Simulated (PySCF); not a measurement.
## Finite-field polarisability of Br⁻ (bromine, charge -1)

[Kr], closed-shell 1S. All numbers are calculated (PySCF 2.14, scalar relativity by spin-free X2C-1e, in x2c-QZVPPall with one added diffuse shell each of s, p, d, f type (12s9p6d5f1g, 113 functions)). Frozen: [Ar] 3d10. Energy changes in a uniform field (μhartree):

| axis | F (au) | HF | MP2 | CCSD | CCSD(T) |
| --- | --- | --- | --- | --- | --- |
| x | 0.0022 | -96.075 | -105.134 | -102.796 | -105.531 |
| x | 0.0044 | -384.506 | -420.810 | -411.454 | -422.419 |

Question: Derive α along x at CCSD(T) from the two fields.

Answer: With ΔE = −αF²/2 − γF⁴/24, α = −(16 ΔE(F) − ΔE(2F))/(6F²) = 43.60 bohr³.

Question: And the mean polarisability at each level?

Answer: HF 39.69, MP2 43.43, CCSD 42.47, CCSD(T) 43.60 bohr³.

The polarisability of an anion needs two sets of diffuse s and p functions; this basis lacks them, so these values show the method and not the converged property.
